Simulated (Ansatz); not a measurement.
Reaction (substitution at a C–O bond): `CO[SiH](F)O[SiH2]F` + H₂S → CH₃SH + `O[SiH](F)O[SiH2]F`

Program: Ansatz. Geometries: PBE0-D4/def2-TZVP. ΔE: electronic, gas phase. CBS: MP2 limit from def2 TZ/QZ plus the TZ coupled-cluster correction, frozen cores. This one scheme is used for every species. DFT in def2-TZVPP. B3LYP here is the variant with VWN-RPA as its local correlation; programs differ in this. One conformer a species, not always the lowest.

| level | ΔE (kJ/mol) | difference from CCSD(T)/CBS |
| --- | --- | --- |
| PBE-D4 | -42.3 | 0.9 |
| B3LYP-D4 | -36.2 | 7.0 |
| r2SCAN | -42.9 | 0.3 |
| PBE0 | -45.9 | -2.7 |
| B3LYP | -41.0 | 2.2 |
| SCS-MP2/def2-TZVPP | -42.1 | 1.1 |
| MP2/def2-QZVPP | -48.3 | -5.1 |
| HF/CBS(def2) | -35.6 | 7.6 |
| MP2/CBS(def2) | -49.9 | -6.7 |
| CCSD/CBS(def2) | -42.6 | 0.6 |
| CCSD(T)/CBS | -43.2 | 0 |

Largest T1 diagnostic among the species: 0.012.

In def2-TZVPP, CCSD(T) changes the Hartree–Fock value by −3.6 kJ/mol (the triples alone add −0.6 kJ/mol) and MP2 by −10.4 kJ/mol. The D4 term adds +4.8 kJ/mol with B3LYP and +3.2 kJ/mol with PBE0; it sums over pairs of atoms, weighted by their polarisabilities, and B3LYP, whose exchange is more repulsive, gets the larger term.
